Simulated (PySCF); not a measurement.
**Isomerisation enthalpies of C8H10**

**What was measured.**

CRC Handbook of Chemistry and Physics lists, for the gas at 298.15 K: enthalpy of formation of `Cc1cccc(C)c1` (m-xylene) 17.3 kJ/mol; enthalpy of formation of `CCc1ccccc1` 29.9 kJ/mol.

How close the calculation comes is told at the end.

Differences of these values give the isomerisation enthalpies. Geometries: GFN2-xTB; runs in PySCF, gas phase, with a dispersion term only where the level names one. Total electronic energies (Eh):

| SMILES | PBE0/pcSseg-1 |
| --- | --- |
| Cc1cccc(C)c1 | -310.46167 |
| CCc1ccccc1 | -310.45771 |

Zero-point and thermal terms are left out, so the computed numbers are electronic energies.

## Comparison

Relative to `Cc1cccc(C)c1`, the lowest by measurement, in kJ/mol (measured: enthalpies at 298.15 K; computed: electronic energies):

| SMILES | measured | PBE0/pcSseg-1 |
| --- | --- | --- |
| Cc1cccc(C)c1 | 0.0 | 0.0 |
| CCc1ccccc1 | 12.6 | 10.4 |

Measured values: 17.3 kJ/mol (298.15 K; CRC Handbook of Chemistry and Physics) for the first row; the others come from the same table. Unsigned miss: PBE0/pcSseg-1 2.2 kJ/mol. Where a level misses, the cause wasn't examined.
